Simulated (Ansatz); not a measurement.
`[NH2][Ga]([F])[O][SiH3]` + GeH₄ → `[NH2][Ga]([F])[GeH3]` + `O[SiH3]`  (formal exchange of groups at a Ga–O bond)

Program: Ansatz. Geometries: PBE0-D4/def2-TZVP. ΔE: electronic, gas phase. CCSD(T)/CBS is the MP2 limit (def2-TZVPP, def2-QZVPP) plus CCSD(T) − MP2 in def2-TZVPP, frozen cores. DFT in def2-TZVPP. For Ga, Ge outer-core shells are correlated without core-valence functions, which leaves a few kJ/mol of doubt a bond. Scalar relativity is left out up to krypton. Each species was taken in one conformer, which may not be the lowest.

`[NH2][Ga]([F])[O][SiH3]`:

```xyz
10

N    -1.183   -1.625    1.687
Ga   -0.795   -0.670    0.222
F    -1.777   -0.831   -1.216
O     0.605    0.393    0.099
Si    1.318    1.336   -1.031
H    -0.750   -1.423    2.572
H    -2.071   -2.086    1.787
H     0.392    2.401   -1.503
H     1.752    0.532   -2.205
H     2.510    1.972   -0.412
```

GeH₄:

Cartesian coordinates in Å:
```
Ge 0.000 0.000 0.000
H 0.804 1.130 0.657
H -1.499 0.253 0.205
H 0.384 -1.340 0.641
H 0.311 -0.043 -1.502
```

`[NH2][Ga]([F])[GeH3]`:

```xyz
9

N    -0.360    2.050    0.306
Ga   -0.681    0.274    0.287
F    -2.301   -0.089    0.886
Ge    0.737   -1.554   -0.412
H     0.499    2.477    0.007
H    -1.039    2.722    0.623
H     0.980   -2.514    0.762
H     0.069   -2.336   -1.553
H     2.095   -1.030   -0.906
```

`O[SiH3]`:

Z-matrix (Å, degrees):
```
Si
O 1 1.648
H 1 1.489 2 111.7
H 1 1.489 2 111.7 3 120.9
H 1 1.481 2 105.9 3 -119.6
H 2 0.957 1 117.9 3 -60.5
```

```json
{"level": "r2SCANh-D4", "ΔE (eV)": "0.20"}
{"level": "B2PLYP", "ΔE (eV)": "0.25"}
{"level": "PBE-QIDH", "ΔE (eV)": "0.24"}
{"level": "MP2/def2-TZVPP", "ΔE (eV)": "0.31"}
```

Task: What does CCSD(T)/CBS give? (Estimate.)

Result: Computed: +0.21 eV. The listed levels differ from it by -0.01, 0.04, 0.03, 0.10 eV.

Task: What do rigid-rotor, harmonic-oscillator terms from PBE0-D4/def2-TZVP frequencies (298.15 K, 1 bar) make of the CCSD(T)/CBS value? (An estimate is asked.)

Result: The calculation gave: ΔZPE = +0.07 eV, ΔH = +0.28 eV, ΔS = 23 J/(mol·K), ΔG = +0.21 eV. Modes under 50 cm⁻¹ make the entropy rough.

Largest T1 diagnostic among the species: 0.013.

From BLYP to BHLYP (50 % exact exchange), in def2-TZVPP and without D4, ΔE moves by +0.16 eV. Leaving LDA and LC-ωPBE aside and taking each functional with its dispersion term where it has one, the values, not all of them listed here, spread over 0.24 eV, from PBE-D4 to BHLYP-D4. At CCSD(T), def2-SVP lies +0.25 eV from the extrapolated value and def2-TZVPP +0.08 eV.
